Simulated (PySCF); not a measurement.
Correlation energy of Cu¹²⁺ (copper, charge +12)

[Ne] 3s2 3p5, 2P determinant. All numbers are calculated (PySCF 2.14, scalar relativity by spin-free X2C-1e, in an uncontracted even-tempered set (19 s from 0.69 bohr⁻², ratio 2.5; 12 p from 0.9 bohr⁻², ratio 2.5; 5 d from 6.3 bohr⁻², ratio 2.7; 4 f from 9.5 bohr⁻², ratio 2.7)). Frozen: 1s2; 15 electrons correlated; the 22 highest virtual orbitals of each spin left out.

| level | correlation energy (mhartree) |
| --- | --- |
| CCSD | -569.67 |
| (T) | -3.14 |
| CCSD(T) | -572.81 |

Diagnostics: T1 = 0.0019, D1 = 0.0079, largest double amplitude 0.035.

Cost of the coupled-cluster step: roughly 90 core-seconds, for 15 correlated electrons.
